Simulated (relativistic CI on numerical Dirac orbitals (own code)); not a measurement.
Forbidden lines of Ag²⁶⁺

Computed by Dirac-Coulomb-Breit CI, separate exchange-only KLI orbitals for each configuration, model QED, unscaled Slater integrals (own radial code, finite nucleus).

CI space (outside the closed core [Ne]): 3s²3p⁶3d³, 3s²3p⁵3d⁴, 3s3p⁶3d⁴, 3s²3p⁶3d²4s, 3s²3p⁶3d²4p, 3s²3p⁶3d²4d, 3s²3p⁶3d²4f, 3s²3p⁵3d³4s, 3s²3p⁵3d³4p, 3s3p⁶3d³4s, 3s²3p⁶3d4s4p, 3p⁶3d⁵, 3p⁵3d⁶, 3s²3p⁶3d4s², 3s²3p⁶4s²4p, 3s²3p⁶4s²4d, 3s²3p⁶4s²4f, 3p⁶3d⁴4s, 3p⁵3d⁵4s. Double excitations out of closed p, d and f shells are left out; levels of such configurations are missing from the list, as are those of other unlisted configurations, and high levels can miss mixing partners. These lack a partner that the ground configuration has and come out too high: 3s²3p⁵3d³4p.

| λ vac (nm) | Lower | Upper | Type | A (s⁻¹) | E lower (eV) | E upper (eV) |
| --- | --- | --- | --- | --- | --- | --- |
| 33.445 | 3s²3p⁶3d³ ⁴F5/2 [2] | 3s²3p⁶3d³ ²D3/2 [18] | M1 | 1.67e+03 | 4.3587 | 41.4293 |
| 36.105 | 3s²3p⁶3d³ ⁴F7/2 [3] | 3s²3p⁶3d³ ²D5/2 [19] | M1 | 1.38e+03 | 7.6743 | 42.0144 |
| 39.766 | 3s²3p⁶3d³ ⁴P3/2 [5] | 3s²3p⁶3d³ ²D3/2 [18] | M1 | 1.67e+03 | 10.2508 | 41.4293 |
| 44.718 | 3s²3p⁶3d³ ⁴F3/2 [1] | 3s²3p⁶3d³ ²F5/2 [15] | M1 | 1.17e+03 | 0.0000 | 27.7256 |
| 46.927 | 3s²3p⁶3d³ ²G7/2 [7] | 3s²3p⁶3d³ ²D5/2 [19] | M1 | 1.79e+03 | 15.5938 | 42.0144 |
| 49.757 | 3s²3p⁶3d³ ⁴P5/2 [9] | 3s²3p⁶3d³ ²D5/2 [19] | M1 | 5.85e+03 | 17.0966 | 42.0144 |
| 52.054 | 3s²3p⁶3d³ ⁴F5/2 [2] | 3s²3p⁶3d³ ²P3/2 [17] | M1 | 2.25e+03 | 4.3587 | 28.1770 |
| 52.276 | 3s²3p⁶3d³ ⁴F5/2 [2] | 3s²3p⁶3d³ ²F7/2 [16] | M1 | 6.01e+02 | 4.3587 | 28.0760 |
| 54.543 | 3s²3p⁶3d³ ²D3/2 [10] | 3s²3p⁶3d³ ²D5/2 [19] | M1 | 6.69e+03 | 19.2828 | 42.0144 |
| 55.984 | 3s²3p⁶3d³ ²D3/2 [10] | 3s²3p⁶3d³ ²D3/2 [18] | M1 | 1.57e+03 | 19.2828 | 41.4293 |
| 60.771 | 3s²3p⁶3d³ ⁴F7/2 [3] | 3s²3p⁶3d³ ²F7/2 [16] | M1 | 3.46e+02 | 7.6743 | 28.0760 |
| 64.298 | 3s²3p⁶3d³ ⁴F3/2 [1] | 3s²3p⁶3d³ ²D3/2 [10] | M1 | 1.66e+03 | 0.0000 | 19.2828 |
| 64.558 | 3s²3p⁶3d³ ⁴F5/2 [2] | 3s²3p⁶3d³ ²D5/2 [13] | M1 | 8.12e+02 | 4.3587 | 23.5638 |
| 67.587 | 3s²3p⁶3d³ ⁴F9/2 [4] | 3s²3p⁶3d³ ²F7/2 [16] | M1 | 1.99e+03 | 9.7316 | 28.0760 |
| 69.398 | 3s²3p⁶3d³ ²D5/2 [13] | 3s²3p⁶3d³ ²D3/2 [18] | M1 | 4.40e+03 | 23.5638 | 41.4293 |
| 70.803 | 3s²3p⁶3d³ ⁴F7/2 [3] | 3s²3p⁶3d³ ²G9/2 [14] | M1 | 8.82e+02 | 7.6743 | 25.1854 |
| 70.950 | 3s²3p⁶3d³ ⁴P3/2 [5] | 3s²3p⁶3d³ ²F5/2 [15] | M1 | 7.74e+02 | 10.2508 | 27.7256 |
| 78.029 | 3s²3p⁶3d³ ⁴F7/2 [3] | 3s²3p⁶3d³ ²D5/2 [13] | M1 | 4.25e+03 | 7.6743 | 23.5638 |
| 80.229 | 3s²3p⁶3d³ ⁴F9/2 [4] | 3s²3p⁶3d³ ²G9/2 [14] | M1 | 2.77e+02 | 9.7316 | 25.1854 |
| 83.077 | 3s²3p⁶3d³ ⁴F5/2 [2] | 3s²3p⁶3d³ ²D3/2 [10] | M1 | 4.67e+03 | 4.3587 | 19.2828 |
| 86.770 | 3s²3p⁶3d³ ²F5/2 [15] | 3s²3p⁶3d³ ²D5/2 [19] | M1 | 5.53e+03 | 27.7256 | 42.0144 |
| 88.951 | 3s²3p⁶3d³ ²F7/2 [16] | 3s²3p⁶3d³ ²D5/2 [19] | M1 | 2.76e+03 | 28.0760 | 42.0144 |
| 90.475 | 3s²3p⁶3d³ ²F5/2 [15] | 3s²3p⁶3d³ ²D3/2 [18] | M1 | 2.84e+03 | 27.7256 | 41.4293 |
| 93.130 | 3s²3p⁶3d³ ⁴P3/2 [5] | 3s²3p⁶3d³ ²D5/2 [13] | M1 | 5.41e+02 | 10.2508 | 23.5638 |
| 99.329 | 3s²3p⁶3d³ ²G7/2 [7] | 3s²3p⁶3d³ ²F7/2 [16] | M1 | 1.15e+03 | 15.5938 | 28.0760 |
| 102.20 | 3s²3p⁶3d³ ²G7/2 [7] | 3s²3p⁶3d³ ²F5/2 [15] | M1 | 5.81e+02 | 15.5938 | 27.7256 |
| 103.22 | 3s²3p⁶3d³ ⁴F9/2 [4] | 3s²3p⁶3d³ ²H11/2 [12] | M1 | 1.24e+03 | 9.7316 | 21.7437 |
| 110.35 | 3s²3p⁶3d³ ⁴F5/2 [2] | 3s²3p⁶3d³ ²G7/2 [7] | M1 | 4.56e+03 | 4.3587 | 15.5938 |
| 111.89 | 3s²3p⁶3d³ ⁴P5/2 [9] | 3s²3p⁶3d³ ²P3/2 [17] | M1 | 3.50e+03 | 17.0966 | 28.1770 |
| 116.65 | 3s²3p⁶3d³ ⁴P5/2 [9] | 3s²3p⁶3d³ ²F5/2 [15] | M1 | 1.22e+03 | 17.0966 | 27.7256 |
| 120.95 | 3s²3p⁶3d³ ⁴F3/2 [1] | 3s²3p⁶3d³ ⁴P3/2 [5] | M1 | 2.41e+03 | 0.0000 | 10.2508 |
| 129.26 | 3s²3p⁶3d³ ²G7/2 [7] | 3s²3p⁶3d³ ²G9/2 [14] | M1 | 4.20e+03 | 15.5938 | 25.1854 |
| 137.27 | 3s²3p⁶3d³ ⁴P3/2 [5] | 3s²3p⁶3d³ ²D3/2 [10] | M1 | 5.27e+03 | 10.2508 | 19.2828 |
| 139.07 | 3s²3p⁶3d³ ²H9/2 [8] | 3s²3p⁶3d³ ²G9/2 [14] | M1 | 4.05e+03 | 16.2702 | 25.1854 |
| 139.40 | 3s²3p⁶3d³ ²D3/2 [10] | 3s²3p⁶3d³ ²P3/2 [17] | M1 | 3.49e+03 | 19.2828 | 28.1770 |
| 142.24 | 3s²3p⁶3d³ ⁴P1/2 [6] | 3s²3p⁶3d³ ²P1/2 [11] | M1 | 5.57e+03 | 11.8539 | 20.5704 |
| 144.24 | 3s²3p⁶3d³ ⁴F7/2 [3] | 3s²3p⁶3d³ ²H9/2 [8] | M1 | 1.84e+03 | 7.6743 | 16.2702 |
| 156.56 | 3s²3p⁶3d³ ⁴F7/2 [3] | 3s²3p⁶3d³ ²G7/2 [7] | M1 | 1.57e+03 | 7.6743 | 15.5938 |
| 163.00 | 3s²3p⁶3d³ ²P1/2 [11] | 3s²3p⁶3d³ ²P3/2 [17] | M1 | 1.76e+03 | 20.5704 | 28.1770 |
| 166.90 | 3s²3p⁶3d³ ⁴P1/2 [6] | 3s²3p⁶3d³ ²D3/2 [10] | M1 | 1.01e+03 | 11.8539 | 19.2828 |
| 181.11 | 3s²3p⁶3d³ ⁴P3/2 [5] | 3s²3p⁶3d³ ⁴P5/2 [9] | M1 | 1.62e+03 | 10.2508 | 17.0966 |
| 189.62 | 3s²3p⁶3d³ ⁴F9/2 [4] | 3s²3p⁶3d³ ²H9/2 [8] | M1 | 2.12e+03 | 9.7316 | 16.2702 |
| 226.52 | 3s²3p⁶3d³ ²H9/2 [8] | 3s²3p⁶3d³ ²H11/2 [12] | M1 | 5.90e+02 | 16.2702 | 21.7437 |
| 284.45 | 3s²3p⁶3d³ ⁴F3/2 [1] | 3s²3p⁶3d³ ⁴F5/2 [2] | M1 | 1.60e+03 | 0.0000 | 4.3587 |
| 373.95 | 3s²3p⁶3d³ ⁴F5/2 [2] | 3s²3p⁶3d³ ⁴F7/2 [3] | M1 | 6.63e+02 | 4.3587 | 7.6743 |

Terms are leading LS components. Brackets give the number of a level in order of energy, since labels repeat. The list gives strong lines, with weight on those to low levels, among the lowest 200 of 2099 levels, so that lines to higher ones, which can be the strongest, are missing. Levels whose partners in the same complex of configurations lie outside the list can be far off, and so can their lines. Rates are taken at the computed energies, electric ones in the length gauge.

At this charge energies of transitions that change n are usually good to better than 1 %, and those within a shell (Δn = 0) to a few per cent. Terms inside the open d or f shell come out 10 to 20 % too wide with unscaled integrals.

LS names give the leading component of a level, which can be under half, so a name can repeat, a term be missing and a line seem to break the LS rules.
